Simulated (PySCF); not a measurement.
Isomers of C3H8Te. The calculation used PBE0-D3(BJ)/def2-SVP geometry optimisation, gas phase, def2 core potentials past Kr in PySCF 2.14.0. Energies are electronic, without zero-point or thermal terms, for one conformer each. No frequencies were run at this level. Point groups hold within 0.08 Å.

Problem. Order them by energy at this level, lowest first, and give relative energies in kcal/mol.
A. `[CH3:1][CH:2]([CH3:3])[TeH:4]` with C1–C2–Te4–H 64°
B. `[CH3:1][CH2:2][Te:3][CH3:4]` with C1–C2–Te3–C4 67°

Solution. A (0.0), B (1.7).

Neighbours under 2.5 kcal/mol apart (CC(C)[TeH] and CC[Te]C) can change places with a better method, another conformer or zero-point energy.

| SMILES | E (Eh) | E rel (kcal/mol) | dipole (D) | point group | A, B, C (MHz) |
| --- | --- | --- | --- | --- | --- |
| CC(C)[TeH] | -386.92509 | 0.0 | 1.44 | Cs | 7742, 2077, 1756 |
| CC[Te]C | -386.92236 | 1.7 | 1.33 | C1 | 5882, 2645, 2018 |
